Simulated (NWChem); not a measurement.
System: C$_{2}$HCl$_{2}$, doublet; SMILES Cl[C]=CCl

Output (shortened):

```
             Northwest Computational Chemistry Package (NWChem) 7.3.0
             --------------------------------------------------------

 CS  symmetry detected

                             Geometry "geometry" -> ""
                             -------------------------

 Output coordinates in angstroms (scale by  1.889725989 to convert to a.u.)

  No.       Tag          Charge          X              Y              Z
 ---- ---------------- ---------- -------------- -------------- --------------
    1 Cl                  17.0000     0.35205011    -1.80757228     0.00000000
    2 C                    6.0000    -0.87042709    -0.66328144     0.00000000
    3 C                    6.0000    -0.96965088     0.64748458     0.00000000
    4 Cl                  17.0000     0.41075364     1.74522383     0.00000000
    5 H                    1.0000    -1.92719585     1.15470472     0.00000000

 Effective nuclear repulsion energy (a.u.)     170.0927309394

      Symmetry information
      --------------------

 Group name             Cs
 Group number              2
 Group order               2
 No. of unique centers     5

                                 NWChem DFT Module
                                 -----------------

 Summary of "ao basis" -> "ao basis" (spherical)
 ------------------------------------------------------------------------------
       Tag                 Description            Shells   Functions and Types
 ---------------- ------------------------------  ------  ---------------------
 Cl                        def2-svpd                11       27   5s4p2d
 C                         def2-svpd                 8       20   4s2p2d
 H                         def2-svpd                 4        8   2s2p

      Symmetry analysis of basis
      --------------------------

        a'         72
        a"         30

  itol2e modified to match energy
  convergence criterion.
  tol_rho modified to match energy
  convergence criterion.

            General Information
            -------------------
          SCF calculation type: DFT
          Wavefunction type:  spin polarized.
          No. of atoms     :     5
          No. of electrons :    47
           Alpha electrons :    24
            Beta electrons :    23
          Charge           :     0
          Spin multiplicity:     2
          Use of symmetry is: on ; symmetry adaption is: on
          Maximum number of iterations: 150
          AO basis - number of functions:   102
                     number of shells:    42
          Convergence on energy requested:  1.00D-09
          Convergence on density requested:  1.00D-08
          Convergence on gradient requested:  1.00D-07

              XC Information
              --------------
                         PBE0 Method XC Functional
                     Hartree-Fock (Exact) Exchange  0.250
          PerdewBurkeErnzerhof Exchange Functional  0.750
            Perdew 1991 LDA Correlation Functional  1.000 local
           PerdewBurkeErnz. Correlation Functional  1.000 non-local

             Grid Information
             ----------------
          Grid used for XC integration:  medium
          Radial quadrature: Mura-Knowles
          Angular quadrature: Lebedev.
          Tag              B.-S. Rad. Rad. Pts. Rad. Cut. Ang. Pts.
          ---              ---------- --------- --------- ---------
          Cl                  1.00       88          13.0       590
          C                   0.70       49          11.0       434
          H                   0.35       45          12.0       434
          Grid pruning is: on
          Number of quadrature shells:   319
          Spatial weights used:  Erf1

      Superposition of Atomic Density Guess
      -------------------------------------

 Sum of atomic energies:        -994.40857859

      Non-variational initial energy
      ------------------------------

 Total energy =    -995.789341
 1-e energy   =   -1709.235809
 2-e energy   =     543.353737
 HOMO         =      -0.186044
 LUMO         =       0.055956

   Symmetry analysis of molecular orbitals - initial alpha
   -------------------------------------------------------

  Numbering of irreducible representations:

     1 a'          2 a"

  Orbital symmetries:

     1 a'          2 a'          3 a'          4 a'          5 a'
     6 a'          7 a'          8 a'          9 a"         10 a'
    11 a'         12 a"         13 a'         14 a'         15 a'
    16 a'         17 a'         18 a'         19 a"         20 a"
    21 a'         22 a'         23 a"         24 a'         25 a"
    26 a'         27 a'         28 a'         29 a'         30 a"
    31 a'         32 a"         33 a'         34 a'

   Symmetry analysis of molecular orbitals - initial beta
   ------------------------------------------------------

  Numbering of irreducible representations:

     1 a'          2 a"

  Orbital symmetries:

     1 a'          2 a'          3 a'          4 a'          5 a'
     6 a'          7 a'          8 a'          9 a"         10 a'
    11 a'         12 a"         13 a'         14 a'         15 a'
    16 a'         17 a'         18 a'         19 a"         20 a"
    21 a'         22 a'         23 a"         24 a'         25 a"
    26 a'         27 a'         28 a'         29 a'         30 a"
    31 a'         32 a"         33 a'         34 a'

[...]

                         DFT ENERGY GRADIENTS

    atom               coordinates                        gradient
                 x          y          z           x          y          z
   1 Cl      0.665278  -3.415816   0.000000    0.007224  -0.006595   0.000000
   2 C      -1.644869  -1.253420   0.000000   -0.008341   0.005996   0.000000
   3 C      -1.832374   1.223568   0.000000   -0.010456  -0.003704   0.000000
   4 Cl      0.776212   3.297995   0.000000    0.007079   0.006624   0.000000
   5 H      -3.641872   2.182076   0.000000    0.004494  -0.002321   0.000000
```

Level: PBE0/def2-SVPD, spin-unrestricted. In the optimisation the excess spin sits in a' (Cs, its own frame). Structure relaxed at the B3LYP/6-31G* (spherical d), spin-unrestricted level. No stability test was run on the SCF state.

### Question
Which NWChem input produces such a log?

### Answer
Several could match; the one computed here: the input that was run:
```
start job
memory heap 200 mb stack 900 mb global 1100 mb
geometry units angstroms noautoz
  Cl     0.380975    -1.809927     0.000000
  C     -0.852715    -0.677734     0.000000
  C     -0.964846     0.631991     0.000000
  Cl     0.404678     1.743275     0.000000
  H     -1.927341     1.129754     0.000000
end
basis spherical
  * library def2-svpd
end
dft
  odft
  mult 2
  xc pbe0
  iterations 150
  convergence energy 1d-9 density 1d-8 gradient 1d-7
  tolerances tight
end
task dft gradient
```
